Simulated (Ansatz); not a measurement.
Geometry optimisation, RKS B3LYP-D4/def2-SVP in Ansatz.

input.yaml

```yaml
crystal:
  periodic: [false, false, false]
  atoms:
    - { symbol: Ta, position_ang: [0.0, 0.0, 0.0] }
    - { symbol: F, position_ang: [2.28, 0.0, 0.0] }
    - { symbol: F, position_ang: [0.0, 0.0, 1.93] }
    - { symbol: F, position_ang: [0.0, 0.0, -1.93] }
    - { symbol: Cl, position_ang: [-1.235, 2.139, 0.0] }
    - { symbol: F, position_ang: [-0.965, -1.6714, 0.0] }
    - { symbol: H, position_ang: [0.6622, 1.7736, -0.9088] }
    - { symbol: H, position_ang: [1.6779, 1.2951, -0.6636] }
basis:
  gaussian: { orbitals: def2-SVP }
hamiltonian:
  xc: b3lyp
  dispersion: d4
relax:
  f_tol: 0.15
  max_steps: 25
  restrain:
    - { distance: [0, 6], at: 1.8, k: 30.0 }
    - { distance: [7, 1], at: 0.92, k: 30.0 }
    - { distance: [0, 1], at: 3.13, k: 30.0 }
    - { distance: [7, 6], at: 1.86, k: 30.0 }
```

Launched with:

```bash
$ ansatz run input.yaml --threads 2 --pin off --max-ram 3072MiB --backend cpu --events-out ev --progress --plain --runs-dir out
```

Where does it end, and by what steps?

The forces met the threshold. The restraints hold the end off the free minimum; the threshold counts their pulls, which the force column leaves out. Restrained pairs: Ta1–H7 (2.10 → 1.79 Å), F2–H8 (1.57 → 0.93 Å), Ta1–F2 (2.28 → 3.12 Å), H7–H8 (1.15 → 1.86 Å). After 14 steps the energy has fallen by 1.844 eV (the restraints' own energy left out); Cl5 moved furthest, 1.33 Å.

| step | energy less start (eV) | largest force component (eV/Å) | accepted |
| --- | --- | --- | --- |
| 0 | 0.0000 | 3.787 | yes |
| 1 | 1.0097 | 3.155 | yes |
| 2 | 0.8774 | 2.644 | yes |
| 3 | 0.2685 | 2.495 | yes |
| 4 | -0.5223 | 1.429 | yes |
| 5 | -1.0144 | 0.763 | yes |
| 6 | -1.3343 | 0.448 | yes |
| 7 | -1.5428 | 0.407 | yes |
| 8 | -1.7288 | 0.403 | yes |
| 9 | -1.8249 | 0.337 | yes |
| 10 | -1.8416 | 0.621 | yes |
| 11 | -1.7496 | 2.314 | no |
| 12 | -1.8367 | 0.509 | no |
| 13 | -1.8425 | 0.424 | no |
| 14 | -1.8435 | 0.525 | yes |

```xyz
8
Properties=species:S:1:pos:R:3
Ta -0.454 0.478 -0.129
F 2.540 -0.373 -0.344
F 0.033 0.713 1.675
F -0.339 0.395 -2.006
Cl -2.445 1.598 -0.025
F -0.413 -1.378 0.027
H 0.962 1.549 -0.364
H 2.535 0.554 -0.405
```

The run took 58 s on 2 threads of Arm Neoverse V2, with other jobs on the host, peak memory 0.29 GiB.
